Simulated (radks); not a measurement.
Problem. The scandium ion Sc+, 20 electrons, occupied as [Ar] 3d0.75 4s1 5s0.25 (fractional occupations, a model configuration). All-electron calculation, Dirac Kohn-Sham, LDA (Slater exchange, Perdew-Wang correlation), spin-unpolarised, spherical densities, finite nucleus; open shells fill j = l - 1/2 first; Fermi nuclear charge, rms radius 3.5459 fm. Program: a radial shooting solver on a logarithmic mesh with Libxc functionals. Some entries of the table are withheld. Estimate them.

| orbital | occ. | eigenvalue (eV) | <r^2> (bohr^2) | r(max) (bohr) |
|---|---|---|---|---|
| 1s1/2 | 2 | -4393.984 | 0.007205 | 0.04791 |
| 2s1/2 | 2 | -482.4766 | 0.1405 | 0.2843 |
| 2p1/2 | 2 | -400.6273 | 0.1162 | 0.2308 |
| 2p3/2 | 4 | -395.9987 | 0.1180 | 0.2329 |
| 3s1/2 | 2 | -64.0698 | (1) | 0.9255 |
| 3p1/2 | 2 | -43.1985 | 1.578 | 0.9605 |
| 3p3/2 | 4 | -42.6762 | 1.600 | 0.9669 |
| 3d3/2 | 0.75 | -12.1523 | 3.370 | 1.069 |
| 3d5/2 | 0 | -12.1165 | 3.386 | 1.071 |
| 4s1/2 | 1 | -10.9524 | 11.98 | 2.829 |
| 4p1/2 | 0 | -7.3210 | (2) | (3) |
| 4p3/2 | 0 | -7.2756 | (4) | (5) |
| 5s1/2 | 0.25 | (6) | 65.35 | 7.240 |
| 4d3/2 | 0 | (7) | (8) | 5.929 |
| 4d5/2 | 0 | (9) | (10) | 5.937 |

Solution. 
(1) 3s1/2 <r^2> (bohr^2): 1.330
(2) 4p1/2 <r^2> (bohr^2): 17.95
(3) 4p1/2 r(max) (bohr): 3.398
(4) 4p3/2 <r^2> (bohr^2): 18.14
(5) 4p3/2 r(max) (bohr): 3.417
(6) 5s1/2 eigenvalue (eV): -3.7633
(7) 4d3/2 eigenvalue (eV): -3.2252
(8) 4d3/2 <r^2> (bohr^2): 52.02
(9) 4d5/2 eigenvalue (eV): -3.2223
(10) 4d5/2 <r^2> (bohr^2): 52.12
